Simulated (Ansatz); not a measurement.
`BC(CF)N=C`, relaxed with RKS PBE-D4/def2-SVP in Ansatz from a rough embedded geometry. The force threshold is 0.03 eV/Å; the program also tests the step.

The species carries charge 0 and has multiplicity 1.

Start:

```xyz
13

B    -1.452    1.142   -0.215
C    -0.140    0.335   -0.301
C    -0.476   -1.112   -0.559
F    -1.077   -1.746    0.537
N     0.640    0.495    0.913
C     1.866    0.148    1.028
H    -1.666    2.057   -0.922
H    -2.226    0.934    0.698
H     0.415    0.706   -1.137
H     0.461   -1.732   -0.720
H    -1.111   -1.257   -1.467
H     2.399   -0.297    0.174
H     2.368    0.328    1.972
```

(1) By how much does the energy fall, and how many steps does the optimiser take? (An estimate is asked.)

(2) Which bonds change most? (Best estimate.)

(3) Give the relaxed structure. (An estimate is asked.)

Results:

(1) Computed: 65.07 kJ/mol, in 27 steps, 1 of them rejected.

(2) Ansatz gave: B1–C2 from 1.543 to 1.626 Å; C3–F4 from 1.402 to 1.471 Å; C2–H9 from 1.069 to 1.118 Å; B1–H7 from 1.176 to 1.216 Å.

(3) Ansatz gave: 
```xyz
13

B    -1.322    0.811    0.004
C     0.079    0.037   -0.285
C    -0.649   -1.224   -0.698
F    -2.033   -0.937   -0.290
N     0.875   -0.158    0.901
C     1.969    0.486    1.023
H    -1.825    1.416   -0.923
H    -1.637    1.061    1.148
H     0.643    0.493   -1.135
H    -0.347   -2.130   -0.140
H    -0.697   -1.402   -1.789
H     2.371    1.181    0.242
H     2.572    0.366    1.944
```
